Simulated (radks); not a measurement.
The numbers below are computed, except where a source is named.
Fractional charge and spin in the 5p shell of erbium: the spin-up occupation runs from 2 to 3 and the spin-down occupation from 2 to 3; the fullest corner is Er+, [Kr] 4d10 4f(up 6, down 6) 5s2 6s(up 0.5, down 0.5) 5p(up 3, down 3). Level of theory: scalar-relativistic Kohn-Sham, PBE, spin-polarised, spherical densities, point nucleus (a radial shooting solver on a logarithmic mesh with Libxc functionals). Energy (eV) minus the two flat planes that join the four corners (they meet along the diagonal where the two added fractions sum to one electron); zero is where a piecewise linear energy would lie.

down \ up,2,2.5,3
2,0.000,-1.642,0.000
2.5,-1.642,0.223,-1.513
3,0.000,-1.513,0.000

Corners above the fullest one (they belong to Er2+ and the next ion): (up 3, down 2) 38.942 eV, (up 2, down 3) 38.942 eV, (up 2, down 2) 91.415 eV. With half an added electron in each spin the energy lies 0.223 eV from the planes, and with half an added electron in spin up alone -1.642 eV. The planes are only a guide here: the flat-plane condition holds for ground states with one frontier orbital, while this shell lies below other occupied shells, so the corners above the fullest one are inner-hole states and not the ground states of those ions.
